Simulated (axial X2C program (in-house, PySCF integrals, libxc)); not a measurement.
# Spin–orbit splitting of π states down a group (EOM-EA-CCSD)

Computed with an axial X2C code built on PySCF integrals: two-component X2C with atomic mean-field Coulomb and Gaunt terms, Dyall basis sets with cores contracted in-house.

The first pair of π-type roots with Ω = 1/2 and 3/2, reached by adding an electron to a closed-shell reference; vertical energies, inner shells frozen. Splitting means E(3/2) − E(1/2).

Basis sets: C dyall-av3z, F dyall-av3z, Ge dyall-acv3z, Sn dyall-acv3z. Correlated electrons in EOM-CCSD (inner shells frozen, about 90 virtual spinors): CF⁺ 10, GeF⁺ 10, SnF⁺ 10.

```json
{"species": "CF", "reference": "CF⁺", "R (Å)": "1.268", "main character": "75% C pπ, 10% F pπ", "spinor gap ε(3/2) − ε(1/2), HF (cm⁻¹)": "60"}
{"species": "GeF", "reference": "GeF⁺", "R (Å)": "1.757", "main character": "85% Ge pπ, 7% F pπ", "spinor gap ε(3/2) − ε(1/2), HF (cm⁻¹)": "860"}
{"species": "SnF", "reference": "SnF⁺", "R (Å)": "1.955", "main character": "88% Sn pπ, 7% F pπ", "spinor gap ε(3/2) − ε(1/2), HF (cm⁻¹)": "2160"}
```

(1) Should these pairs be regular or inverted?

EOM-EA-CCSD gives:

```json
{"species": "CF", "binding Ω = 1/2 (eV)": "9.397", "binding Ω = 3/2 (eV)": "9.387", "splitting (cm⁻¹)": "76", "lowest root?": "yes"}
{"species": "GeF", "binding Ω = 1/2 (eV)": "7.435", "binding Ω = 3/2 (eV)": "7.331", "splitting (cm⁻¹)": "841", "lowest root?": "yes"}
{"species": "SnF", "binding Ω = 1/2 (eV)": "7.109", "binding Ω = 3/2 (eV)": "6.852", "splitting (cm⁻¹)": "2078", "lowest root?": "yes"}
```

A negative binding energy means unbound at this level; the spinor gap is withheld where the HF spinor is unbound or of another character. A small p share on a heavy partner can supply much of the splitting, and mixing of Ω = 1/2 with σ states shifts it further.

(2) With what power of Z of the atom that holds the π orbital does the splitting grow here (least-squares line in log–log)?

States that need a further excitation are missing; levels can be off by some tenths of an eV, splittings by less.

## Answers

(1) Regular: one electron outside a closed shell puts Ω = 1/2 lowest, with the sign of the spinor gap.

(2) About Z^1.5 on average, though single steps scatter about that; valence splittings grow roughly as Z², far more slowly than the Z⁴ of hydrogen-like ions, because inner shells screen the nucleus.
